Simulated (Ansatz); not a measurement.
A nudged elastic band was laid between two geometries of C2H4GaNS (9 atoms, charge 0, multiplicity 1).

All numbers below come from RKS r2SCAN/def2-SVP (Ansatz).

| Quantity | Value |
| --- | --- |
| movable images | 5 |
| climbing image | yes |
| spring | 5.0 eV/Å² |
| optimiser | quadratic models (default) |
| start path | IDPP |
| force threshold | 0.05 eV/Å |
| iteration limit | 60 |
| end points | relaxed |

First end point:

```xyz
9
Properties=species:S:1:pos:R:3
S 0.194 2.783 -0.405
Ga 1.934 1.315 -0.861
C 0.182 -1.383 0.123
C -0.740 -0.490 0.809
N -1.142 -1.675 0.860
H -0.568 2.123 -1.311
H 0.155 -1.500 -0.970
H 1.098 -1.738 0.613
H -1.024 0.519 1.126
```

Last end point:

```xyz
9
Properties=species:S:1:pos:R:3
S 0.083 0.764 -2.166
Ga 2.063 0.567 -0.231
C 0.650 -0.708 0.699
C -0.592 -0.314 1.320
N -0.895 -0.815 0.204
H -0.739 0.033 -1.294
H -0.400 1.958 -1.754
H 1.038 -1.686 1.046
H -1.120 0.156 2.160
```

Q: What changes between the two ends?

A: Bonds broken: C3–H7. Bonds formed: S1–H7, Ga2–C3. The dihedral H7–C3–C4–N5 goes from 98 to 65°.C2H3N + GaHS becomes C2H4GaNS.

Q: What energy profile does the band end with?

A: The run converged. The highest image is number 5 of 0 to 6, 31.3 kcal/mol above the first end and 2.8 kcal/mol above the last; the last end lies 28.4 kcal/mol above the first. A vibrational analysis at the climbing image gives one clearly imaginary mode, 208i cm⁻¹: a first-order saddle point. The orbitals stay closed-shell, which can raise the energy where a bond breaks towards radicals; this wasn't checked here.

```
image  path coordinate (Å)  energy (kcal/mol)  C3–H7 (Å)  S1–H7 (Å)  Ga2–C3 (Å)  dihedral H7–C3–C4–N5 (°)
    0                 0.00                0.0       1.10       4.32        3.36                        98
    1                 1.48                0.8       1.10       3.42        3.22                        99
    2                 2.97               14.2       1.11       2.39        2.56                        80
    3                 4.45               23.7       2.21       2.23        2.23                        28
    4                 5.93               28.0       2.55       1.41        2.11                        38
    5                 7.42               31.3       3.21       1.35        2.08                        55
    6                 8.77               28.4       3.77       1.35        2.12                        65
```

Q: What is the geometry of the highest image?

A: 
```xyz
9
Properties=species:S:1:pos:R:3
S -0.665 1.267 -2.000
Ga 1.663 1.402 -0.215
C 0.922 -0.374 0.584
C -0.275 -0.599 1.379
N -0.518 -1.042 0.232
H -0.417 -0.061 -2.092
H -1.516 1.022 -0.976
H 1.699 -1.153 0.733
H -0.804 -0.507 2.337
```

Q: What are the harmonic wavenumbers there?

A: 208i, 48, 115, 145, 175, 231, 300, 394, 408, 574, 813, 976, 1023, 1142, 1207, 1251, 1757, 2688, 2700, 2977, 3158 cm⁻¹.

The band took 17 iterations and of the order of 12 core-minutes.

Run time: 6.2 min on 2 threads of Arm Neoverse V2, with other jobs on the host, peak memory 0.26 GiB.
